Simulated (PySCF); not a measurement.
## Calculated data, AlF2H

Calculation on a computer-drawn molecule: vertical ionisation energy to the stated ion spin, frozen-core CCSD(T) at the basis limit and cheaper methods, single-reference cases, UHF for radicals, no spin-orbit; all values are single points at the evaluated structure, the first of each entry, which is the reference or a displaced copy of it and isn't optimised; the reference structure only sets the zero of the energies above reference; triples share is (T) over the correlation energy. Program: PySCF 2.14.0.

Common to all runs: charge 0; multiplicity 1; ion multiplicity 2; diffuse functions no; basis cc-pV(n+d)Z; reference is the Hartree-Fock double-zeta minimum; best is HF at quadruple zeta + MP2 correlation extrapolated from triple and quadruple zeta + CCSD(T) minus MP2 at triple zeta; basis step is the size of the change from the same recipe one zeta lower.

(1) AlF2H

Evaluated structure:
```xyz
4
AlF2H
F      0.4875     0.5166    -0.3857
Al    -1.0036     0.6994     0.1635
F     -1.9845     1.9659    -0.3794
H     -1.7122    -0.3245     1.1848
```

Reference structure:
```xyz
4
AlF2H
F      0.5065     0.5594    -0.3766
Al    -1.0412     0.7108     0.1509
F     -1.8987     1.9957    -0.4063
H     -1.6657    -0.3144     1.1322
```

* ionisation energy best: 13.03 eV
* ionisation energy basis step: 0.02651 eV
* energy above reference best: 2.274 kcal/mol
* energy above reference basis step: 0.001523 kcal/mol
* ionisation energy Koopmans at triple zeta: 13.36 eV
* ionisation energy EOM CCSD at triple zeta: 13.04 eV
* total energy HF triple zeta: -441.6167 hartree
* total energy CCSD(T) triple zeta: -442.2241 hartree
* total energy best: -442.3410 hartree
* T1 diagnostic at triple zeta: 0.0129
* D1 diagnostic at triple zeta: 0.03333
* ion T1 diagnostic at triple zeta: 0.02534
* ion D1 diagnostic at triple zeta: 0.1237
* ion spin squared at triple zeta: 0.7525
* triples share at triple zeta: 0.02649
* basis functions triple zeta: 113
* dipole magnitude HF at triple zeta: 1.317 debye
* dipole magnitude CCSD unrelaxed at triple zeta: 1.174 debye
* dipole magnitude PBE at triple zeta: 1.137 debye
* dipole magnitude r2SCAN at triple zeta: 1.141 debye
* dipole magnitude B3LYP at triple zeta: 1.21 debye
* dipole magnitude wB97X at triple zeta: 1.198 debye

Drawn bonds:
```
atom  other atom  order
   1           2      1
   2           3      1
   2           4      1
```

Triple zeta:
```
 method  ionisation energy (eV)  energy above reference (kcal/mol)
     HF                   12.19                              2.588
    PBE                   12.33                              1.832
 r2SCAN                   12.49                              2.201
  B3LYP                   12.78                              2.255
  wB97X                   12.99                              2.294
    MP2                   12.73                               2.33
   CCSD                   12.96                              2.308
CCSD(T)                   12.91                              2.243
```

(2) AlF2H

Evaluated structure:
```xyz
4
AlF2H
F      0.4168     0.5543    -0.2842
Al    -0.9962     0.7752     0.0672
F     -1.8999     1.9566    -0.3645
H     -1.6427    -0.3674     1.1436
```

Reference structure:
```xyz
4
AlF2H
F      0.5065     0.5594    -0.3766
Al    -1.0412     0.7108     0.1509
F     -1.8987     1.9957    -0.4063
H     -1.6657    -0.3144     1.1322
```

- ionisation energy best: 12.2 eV
- ionisation energy basis step: 0.0001791 eV
- energy above reference best: 21.6 kcal/mol
- energy above reference basis step: 0.614 kcal/mol
- ionisation energy Koopmans at triple zeta: 12.38 eV
- ionisation energy EOM CCSD at triple zeta: 12.19 eV
- total energy HF triple zeta: -441.5932 hartree
- total energy CCSD(T) triple zeta: -442.1938 hartree
- total energy best: -442.3102 hartree
- T1 diagnostic at triple zeta: 0.01162
- D1 diagnostic at triple zeta: 0.02887
- ion T1 diagnostic at triple zeta: 0.01728
- ion D1 diagnostic at triple zeta: 0.07308
- ion spin squared at triple zeta: 0.7508
- triples share at triple zeta: 0.02524
- basis functions triple zeta: 113
- dipole magnitude HF at triple zeta: 0.3093 debye
- dipole magnitude CCSD unrelaxed at triple zeta: 0.2855 debye
- dipole magnitude PBE at triple zeta: 0.2412 debye
- dipole magnitude r2SCAN at triple zeta: 0.2708 debye
- dipole magnitude B3LYP at triple zeta: 0.2547 debye
- dipole magnitude wB97X at triple zeta: 0.274 debye

Drawn bonds:
```
atom  other atom  order
   1           2      1
   2           3      1
   2           4      1
```

Triple zeta:
```
 method  ionisation energy (eV)  energy above reference (kcal/mol)
     HF                   11.23                              17.33
    PBE                   11.82                               22.7
 r2SCAN                   11.89                              20.57
  B3LYP                   12.16                              21.29
  wB97X                   12.23                              21.01
    MP2                   11.88                              22.26
   CCSD                   12.11                              20.71
CCSD(T)                   12.09                              21.23
```

(3) AlF2H

Evaluated structure:
```xyz
4
AlF2H
F      0.4168     0.5543    -0.2842
Al    -1.0912     0.7900     0.0908
F     -1.9949     1.9714    -0.3409
H     -1.7377    -0.3526     1.1672
```

Reference structure:
```xyz
4
AlF2H
F      0.5065     0.5594    -0.3766
Al    -1.0412     0.7108     0.1509
F     -1.8987     1.9957    -0.4063
H     -1.6657    -0.3144     1.1322
```

* ionisation energy best: 12.34 eV
* ionisation energy basis step: 0.008694 eV
* energy above reference best: 9.538 kcal/mol
* energy above reference basis step: 0.4425 kcal/mol
* ionisation energy Koopmans at triple zeta: 12.54 eV
* ionisation energy EOM CCSD at triple zeta: 12.34 eV
* total energy HF triple zeta: -441.6093 hartree
* total energy CCSD(T) triple zeta: -442.2128 hartree
* total energy best: -442.3294 hartree
* T1 diagnostic at triple zeta: 0.01213
* D1 diagnostic at triple zeta: 0.0305
* ion T1 diagnostic at triple zeta: 0.01877
* ion D1 diagnostic at triple zeta: 0.08114
* ion spin squared at triple zeta: 0.751
* triples share at triple zeta: 0.02577
* basis functions triple zeta: 113
* dipole magnitude HF at triple zeta: 0.2984 debye
* dipole magnitude CCSD unrelaxed at triple zeta: 0.2626 debye
* dipole magnitude PBE at triple zeta: 0.2686 debye
* dipole magnitude r2SCAN at triple zeta: 0.2546 debye
* dipole magnitude B3LYP at triple zeta: 0.2889 debye
* dipole magnitude wB97X at triple zeta: 0.2712 debye

Drawn bonds:
```
atom  other atom  order
   1           2      1
   2           3      1
   2           4      1
```

Triple zeta:
```
 method  ionisation energy (eV)  energy above reference (kcal/mol)
     HF                   11.39                               7.24
    PBE                   11.91                              9.985
 r2SCAN                   11.99                              8.951
  B3LYP                   12.27                              9.462
  wB97X                   12.36                              9.305
    MP2                   12.02                              10.01
   CCSD                   12.25                               9.02
CCSD(T)                   12.22                              9.294
```

(4) AlF2H

Evaluated structure:
```xyz
4
AlF2H
F      0.4168     0.5543    -0.2842
Al    -1.1228     0.7950     0.0987
F     -2.0265     1.9764    -0.3330
H     -1.7693    -0.3476     1.1751
```

Reference structure:
```xyz
4
AlF2H
F      0.5065     0.5594    -0.3766
Al    -1.0412     0.7108     0.1509
F     -1.8987     1.9957    -0.4063
H     -1.6657    -0.3144     1.1322
```

- ionisation energy best: 12.38 eV
- ionisation energy basis step: 0.01201 eV
- energy above reference best: 8.076 kcal/mol
- energy above reference basis step: 0.3649 kcal/mol
- ionisation energy Koopmans at triple zeta: 12.6 eV
- ionisation energy EOM CCSD at triple zeta: 12.38 eV
- total energy HF triple zeta: -441.6106 hartree
- total energy CCSD(T) triple zeta: -442.2151 hartree
- total energy best: -442.3318 hartree
- T1 diagnostic at triple zeta: 0.01231
- D1 diagnostic at triple zeta: 0.03106
- ion T1 diagnostic at triple zeta: 0.01938
- ion D1 diagnostic at triple zeta: 0.08454
- ion spin squared at triple zeta: 0.7511
- triples share at triple zeta: 0.02594
- basis functions triple zeta: 113
- dipole magnitude HF at triple zeta: 0.4148 debye
- dipole magnitude CCSD unrelaxed at triple zeta: 0.3662 debye
- dipole magnitude PBE at triple zeta: 0.3709 debye
- dipole magnitude r2SCAN at triple zeta: 0.3572 debye
- dipole magnitude B3LYP at triple zeta: 0.3966 debye
- dipole magnitude wB97X at triple zeta: 0.379 debye

Drawn bonds:
```
atom  other atom  order
   1           2      1
   2           3      1
   2           4      1
```

Triple zeta:
```
 method  ionisation energy (eV)  energy above reference (kcal/mol)
     HF                   11.44                              6.386
    PBE                   11.93                               8.25
 r2SCAN                   12.02                              7.578
  B3LYP                    12.3                              8.018
  wB97X                    12.4                              7.915
    MP2                   12.06                              8.488
   CCSD                   12.29                              7.671
CCSD(T)                   12.27                              7.863
```

(5) AlF2H

Evaluated structure:
```xyz
4
AlF2H
F      0.4168     0.5543    -0.2842
Al    -1.1238     0.7951     0.0989
F     -2.0275     1.9765    -0.3328
H     -1.7703    -0.3475     1.1753
```

Reference structure:
```xyz
4
AlF2H
F      0.5065     0.5594    -0.3766
Al    -1.0412     0.7108     0.1509
F     -1.8987     1.9957    -0.4063
H     -1.6657    -0.3144     1.1322
```

- ionisation energy best: 12.39 eV
- ionisation energy basis step: 0.01211 eV
- energy above reference best: 8.047 kcal/mol
- energy above reference basis step: 0.3624 kcal/mol
- ionisation energy Koopmans at triple zeta: 12.6 eV
- ionisation energy EOM CCSD at triple zeta: 12.38 eV
- total energy HF triple zeta: -441.6106 hartree
- total energy CCSD(T) triple zeta: -442.2151 hartree
- total energy best: -442.3318 hartree
- T1 diagnostic at triple zeta: 0.01232
- D1 diagnostic at triple zeta: 0.03108
- ion T1 diagnostic at triple zeta: 0.0194
- ion D1 diagnostic at triple zeta: 0.08465
- ion spin squared at triple zeta: 0.7511
- triples share at triple zeta: 0.02595
- basis functions triple zeta: 113
- dipole magnitude HF at triple zeta: 0.4187 debye
- dipole magnitude CCSD unrelaxed at triple zeta: 0.3696 debye
- dipole magnitude PBE at triple zeta: 0.3742 debye
- dipole magnitude r2SCAN at triple zeta: 0.3606 debye
- dipole magnitude B3LYP at triple zeta: 0.4001 debye
- dipole magnitude wB97X at triple zeta: 0.3826 debye

Drawn bonds:
```
atom  other atom  order
   1           2      1
   2           3      1
   2           4      1
```

Triple zeta:
```
 method  ionisation energy (eV)  energy above reference (kcal/mol)
     HF                   11.45                              6.375
    PBE                   11.93                              8.213
 r2SCAN                   12.02                              7.552
  B3LYP                    12.3                               7.99
  wB97X                    12.4                              7.888
    MP2                   12.06                              8.457
   CCSD                    12.3                              7.646
CCSD(T)                   12.27                              7.835
```
